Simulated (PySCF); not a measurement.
C6H12BNO.
Geometry (PBE0-D3(BJ)/def2-SVP, Å), atoms numbered from 1 in this order:
```xyz
21
C6H12BNO angstrom
C      4.304    0.897    0.593
C      3.101    0.208    0.151
C      2.119   -0.386   -0.248
C      0.909   -1.060   -0.686
B     -0.432   -0.542    0.006
N     -0.385    0.482    0.964
O     -1.585   -1.160   -0.400
C     -2.850   -0.791    0.084
C     -3.408    0.420   -0.636
H      4.072    1.875    1.044
H      4.993    1.076   -0.248
H      4.850    0.306    1.346
H      0.784   -0.960   -1.779
H      0.983   -2.147   -0.503
H     -1.179    0.858    1.462
H      0.509    0.871    1.235
H     -2.813   -0.611    1.177
H     -3.518   -1.656   -0.063
H     -3.451    0.233   -1.719
H     -2.778    1.307   -0.472
H     -4.426    0.651   -0.285
```

Computed, not measured: PySCF 2.14.0, delta-SCF UKS SCAN, pcX-2 on the ionised atom, pcseg-1 elsewhere, spin-free X2C. Binding energies are ΔSCF values: E(core-ionised, relaxed orbitals) − E(ground state) at a fixed geometry, referred to the vacuum level.

Some binding energies are withheld.

```tsv
atom(s)	bonded to	level	binding energy (eV)
B5	O, N and C	B 1s	?
C1	C and 3 H	C 1s	?
C2	C (triple bond) and C	C 1s	289.61
C3	C (triple bond) and C	C 1s	289.72
C4	C, 2 H and B	C 1s	290.32
C8	O, C and 2 H	C 1s	292.17
C9	C and 3 H	C 1s	290.74
N6	2 H and B	N 1s	?
O7	C and B	O 1s	537.97
```

Task: What is the N 1s binding energy of N6?

Result: 404.71 eV (boron-bound nitrogen).

Task: Fill in B 1s for B5.

Result: 195.96 eV (three-coordinate boron).

Task: What is the C 1s binding energy of C1?

Result: 291.30 eV (propargylic carbon). The nearest listed C 1s value is that of C9; the shift against it is +0.56 eV.

Lowest listed C 1s: C2, bonded to C (triple bond) and C. Highest, 2.56 eV above it: C8, bonded to O, C and 2 H. The widest gap between neighbouring values is 0.87 eV, between 291.30 and 292.17 eV. Summing the Pauling electronegativity differences to the bonded atoms, each weighted by its formal bond order, gives 0.00 for the lowest site and +0.19 for the highest; no listed site has a larger sum than the highest. The smallest sum, -1.21, belongs to C4, 0.71 eV above the lowest.

Task: Which photon wavelength matches the N 1s of N6 threshold?

Result: λ = hc/E = 12398.42 eV Å / 404.71 eV = 30.635 Å.

One conformer (not necessarily the lowest) at the PBE0-D3(BJ)/def2-SVP geometry, without solvent, vibrations or thermal averaging.

The run took 6.6 min wall on an Arm Neoverse N1 with one thread, on a shared host, and the process peaked at 0.68 GiB of memory.
